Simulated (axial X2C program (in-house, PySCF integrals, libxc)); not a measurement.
Results of a calculation; reference values are marked as such.
SeBr: input and output

Program: an axial X2C code built on PySCF integrals.

Input file and command:
```json
{
 "zs": [
  35,
  34
 ],
 "q": 0,
 "bas": [
  "dyall-cv3z",
  "dyall-cv3z"
 ],
 "levels": [
  "PBE0",
  "HF",
  "PBE"
 ],
 "cc": true,
 "r0": 2.3,
 "thr": -2.0,
 "nmax": 90,
 "npts": 10,
 "nst": 2,
 "ntry": 6
}
```
```bash
python so2c.py task.json out
```

Keys: zs atomic numbers; q charge; bas basis sets; levels methods; cc coupled cluster on or off; r0 starting distance in Å; thr threshold in hartree for freezing inner shells (an s shell follows its p shell); nmax most natural virtual spinors; npts points on the curve; nst determinants followed; ntry starts of the search. HF also brings MP2.

Output of the HF step, 2c, at R = 2.269 Å for the state Ω = 3/2. It starts from PBE0 orbitals of this distance.

```
two-component X2C + atomic mean field  HF
basis functions 204  fitting functions 1165  grid points 5798
iter        total energy     max residual
   1      -5030.927199940     2.04e-01
   2      -5030.958240610     8.07e-03
   3      -5030.959702895     7.07e-03
   4      -5030.960051114     4.16e-03
   5      -5030.960235790     2.75e-03
   6      -5030.960336525     1.14e-03
   7      -5030.960357213     3.56e-04
   8      -5030.960360999     9.97e-05
   9      -5030.960361337     5.88e-05
  10      -5030.960361462     4.53e-05
  11      -5030.960361573     2.83e-05
  12      -5030.960361639     1.30e-05
  13      -5030.960361651     4.09e-06
  14      -5030.960361652     3.06e-06
  15      -5030.960361652     1.99e-06
converged
one-electron -7552.40122906  Coulomb 2423.83666882  exact exchange -178.03984720  xc functional 0.00000000  nuclear repulsion 277.53234068  atomic mean-field constant -1.88829489
correlated 13  virtual 227  natural virtual 90  E(MP2) -0.296128506  MP2 remainder -0.011029346
iter   CCSD correlation   residual
   1     -0.305359258   1.10e-01
   2     -0.313228444   4.00e-02
   3     -0.314497956   1.71e-02
   4     -0.314595001   8.75e-03
   5     -0.314713662   4.34e-03
   6     -0.314727561   1.74e-03
   7     -0.314734072   5.13e-04
   8     -0.314735543   1.48e-04
   9     -0.314734288   5.07e-05
  10     -0.314734677   2.22e-05
  11     -0.314734668   1.14e-05
(T) -0.013342200  T1 0.0254  D1 0.0813  max T2 0.079
```
Energies are in hartree; totals compare only within one Hamiltonian and basis. T1 in the output is the amplitude norm over the root of the electron number; divide by √2 for the Lee–Taylor value. The determinant is spin-polarised beyond a pure state at some levels (its spin-free form has ⟨S²⟩ too high), which makes Re and μ there less reliable.
